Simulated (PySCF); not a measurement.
**Cost of excited-state runs on SMILES CC(C)N(C)N[SiH3], C$_{4}$H$_{14}$N$_{2}$Si**

Molfile (atoms numbered from 1):
```
C4H14N2Si
     RDKit          3D

 21 20  0  0  0  0  0  0  0  0999 V2000
   -1.0705   -1.4986   -0.8669 C   0  0  0  0  0  0  0  0  0  0  0  0
   -1.1833   -0.1312   -0.1980 C   0  0  0  0  0  0  0  0  0  0  0  0
   -1.6666   -0.2812    1.2503 C   0  0  0  0  0  0  0  0  0  0  0  0
    0.0962    0.5624   -0.3475 N   0  0  0  0  0  0  0  0  0  0  0  0
    0.0554    1.9781   -0.0554 C   0  0  0  0  0  0  0  0  0  0  0  0
    1.1379   -0.0847    0.3440 N   0  0  0  0  0  0  0  0  0  0  0  0
    2.6333   -0.3427   -0.4660 Si  0  0  0  0  0  4  0  0  0  0  0  0
   -0.3634   -2.1205   -0.3250 H   0  0  0  0  0  0  0  0  0  0  0  0
   -2.0386   -1.9925   -0.8828 H   0  0  0  0  0  0  0  0  0  0  0  0
   -0.7137   -1.3803   -1.8858 H   0  0  0  0  0  0  0  0  0  0  0  0
   -1.9109    0.4730   -0.7523 H   0  0  0  0  0  0  0  0  0  0  0  0
   -1.7705    0.6887    1.7324 H   0  0  0  0  0  0  0  0  0  0  0  0
   -2.6357   -0.7727    1.2633 H   0  0  0  0  0  0  0  0  0  0  0  0
   -0.9675   -0.8889    1.8207 H   0  0  0  0  0  0  0  0  0  0  0  0
   -0.1113    2.2004    1.0109 H   0  0  0  0  0  0  0  0  0  0  0  0
   -0.7359    2.4428   -0.6407 H   0  0  0  0  0  0  0  0  0  0  0  0
    1.0114    2.4121   -0.3476 H   0  0  0  0  0  0  0  0  0  0  0  0
    1.1156    0.0714    1.3496 H   0  0  0  0  0  0  0  0  0  0  0  0
    3.4351   -1.0605    0.5263 H   0  0  0  0  0  0  0  0  0  0  0  0
    2.3288   -1.1368   -1.6524 H   0  0  0  0  0  0  0  0  0  0  0  0
    3.3453    0.8786   -0.8774 H   0  0  0  0  0  0  0  0  0  0  0  0
  1  2  1  0
  2  3  1  0
  2  4  1  0
  4  5  1  0
  4  6  1  0
  6  7  1  0
  1  8  1  0
  1  9  1  0
  1 10  1  0
  2 11  1  0
  3 12  1  0
  3 13  1  0
  3 14  1  0
  5 15  1  0
  5 16  1  0
  5 17  1  0
  6 18  1  0
  7 19  1  0
  7 20  1  0
  7 21  1  0
M  END
```

PySCF with density fitting, on 1 thread of an Arm Neoverse V2, shared host. Command: `OMP_NUM_THREADS=1 python excited_run.py task.json out`

Task: How long does this run take, and how much memory?
- magnetisability and related constants, B97-2/pcSseg-1; isotopologues; writes grids

Result: 
| run | level | basis functions | wall time | peak memory (GiB) |
| --- | --- | --- | --- | --- |
| magnetisability and related constants | B97-2/pcSseg-1 | 196 | 36 s | 0.87 |

Times from a shared host are rough.
